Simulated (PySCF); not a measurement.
C6H6F2.
Structure used (GFN2-xTB), in Å, numbered top down from 1:
```xyz
14
C6H6F2 angstrom
F      3.649    0.589    0.063
C      2.320    0.624    0.118
F      1.925    1.831    0.510
C      1.529   -0.400   -0.176
C      0.096   -0.353   -0.114
C     -0.876   -1.244   -0.363
C     -1.984   -0.290   -0.028
C     -0.868    0.745    0.261
H      1.996   -1.324   -0.481
H     -0.889   -2.269   -0.684
H     -2.588   -0.566    0.835
H     -2.643   -0.036   -0.856
H     -0.860    1.610   -0.398
H     -0.806    1.082    1.293
```

Definitions: NICS(0) = −σiso at the ring centroid; NICS(1) = −σiso and NICS(1)zz = −σzz at ±1 Å along the ring normal z. Level: GIAO PBE0/pcSseg-1 (PySCF, non-relativistic, gas phase) on the GFN2-xTB geometry, one conformer.

Ring bond lengths (Å), with Mayer bond orders in brackets: C5–C6 1.342 (1.70), C6–C7 1.500 (1.05), C7–C8 1.550 (1.05), C8–C5 1.509 (1.05).

Question: Give the NICS values of each ring in ppm.

Answer: 
| ring | type | NICS(0) | NICS(1), two faces | NICS(1)zz, two faces | rms pucker (Å) | centre to ring atoms, mean (Å) |
| --- | --- | --- | --- | --- | --- | --- |
| C5–C6–C7–C8 | 4-membered carbocycle; formal bonds 1 double, 3 single | 0.7 | -2.0 / -2.0 | 0.1 / 0.1 | 0.00 | 1.04 |

Question: What can be read from them?

Answer: 
- C5–C6–C7–C8: mean NICS(1)zz 0.1 ppm, near zero. C7, C8 have four or more neighbours, and the NICS criterion for π rings isn't applied.

Question: At the first NICS(1) probe listed for ring C5–C6–C7–C8, 1 Å off the ring, what do the in-plane components average?

Answer: The isotropic value is a third of the trace: (3 × -2.0 − (0.1))/2 = -3.0 ppm.
